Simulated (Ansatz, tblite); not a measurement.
Removing and adding an electron: MoPt3. Total charge 0; singlet. Geometry: PBE-D4/def2-SVP. Ansatz, gas phase; energy differences of separate SCF runs; the oxidised species was run as a doublet alone; the reduced species was run as a doublet alone.

```xyz
4

Mo    0.075   -0.085   -0.385
Pt    0.478    2.111   -0.236
Pt   -2.074   -0.654   -0.120
Pt    1.520   -1.372    0.740
```

In the def2 sets Mo, Pt take a core potential; there is no spin–orbit coupling. The xTB rows come from tblite. HOMO above LUMO, or a gap near zero within one spin, warns that the state may not be the lowest or that an electron is smeared out. The order of the spin states hangs on the level: the triplet lies 0.16 eV below the singlet at PBE0-D4/def2-TZVP, but 0.11 eV above it at r2SCAN-D4/def2-TZVP. The structure comes from a short search, and lower isomers may exist.

(1) Estimate orbital energies and vertical ionisation energies and electron affinities at: GFN1-xTB; GFN2-xTB; PBE-D4/def2-TZVPD; r2SCAN-D4/def2-TZVP; r2SCAN-D4/def2-TZVPD; PBE0-D4/def2-TZVPD.

Answers

(1) 
```
               level  −HOMO (eV)  vertical IE (eV)  −LUMO (eV)  vertical EA (eV)  HOMO–LUMO gap (eV)  IE − EA (eV)                                     remarks
            GFN1-xTB       11.21             14.01        9.69              7.10                1.52          6.91                                           –
            GFN2-xTB        8.82             11.45        7.18              6.22                1.64          5.23                                           –
   PBE-D4/def2-TZVPD        5.65                 –        5.08              2.73                0.57             –              restricted, untested (singlet)
 r2SCAN-D4/def2-TZVP        5.79              7.98        4.99                 –                0.80             –  gap within one spin near zero (+1 doublet)
r2SCAN-D4/def2-TZVPD        5.79                 –        4.99              2.89                0.80             –                                           –
  PBE0-D4/def2-TZVPD        6.31                 –        4.27              3.08                2.03             –                                           –
```

Run but left out: PBE-D4/def2-TZVP (charge +1 doublet: an occupied level 0.13 eV above an empty one); PBE0-D4/def2-TZVP (charge +1 doublet: ⟨S²⟩ 1.77, where a pure state has 0.75).   Raw xTB energy differences between charge states are shifted by several eV; the methods need an empirical correction for them.
